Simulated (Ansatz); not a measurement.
`[CH3][Sc]([CH3])[CH3]`, relaxed with RKS PBE0-D4/def2-TZVP in the Gaussian-basis code of Ansatz from a GFN2-xTB geometry. The force threshold is 0.005 eV/Å; the program also tests the step.

Total charge 0; spin multiplicity 1.

Start:

```xyz
13

C     1.111   -1.512    1.375
Sc    0.001   -0.019   -0.013
C     1.096    1.880   -0.770
C    -2.210   -0.379   -0.618
H     1.649   -1.030    2.210
H     1.889   -2.109    0.867
H     0.465   -2.262    1.859
H     0.615    2.381   -1.626
H     2.137    1.710   -1.096
H     1.182    2.672   -0.005
H    -2.934   -0.062    0.155
H    -2.472   -1.432   -0.814
H    -2.531    0.160   -1.525
```

Task: How much energy does the relaxation release, and in how many steps? (An estimate is asked.)

Result: Computed: 0.33 eV, in 34 steps, 2 of them rejected.

Task: Which bonds change most? (Estimate.)

Result: Computed: C1–Sc2 from 2.321 to 2.185 Å; Sc2–C4 from 2.320 to 2.185 Å; Sc2–C3 from 2.319 to 2.185 Å; C1–H6 from 1.105 to 1.098 Å.

Task: Give the relaxed structure. (Estimate.)

Result: Computed: 
```xyz
13

C     1.037   -1.418    1.253
Sc   -0.095    0.187    0.295
C     1.038    1.734   -0.751
C    -2.090   -0.289   -0.456
H     1.248   -1.211    2.312
H     2.012   -1.561    0.769
H     0.509   -2.380    1.218
H     0.665    1.886   -1.773
H     2.105    1.488   -0.825
H     0.975    2.712   -0.252
H    -2.887    0.011    0.240
H    -2.213   -1.369   -0.618
H    -2.304    0.210   -1.410
```
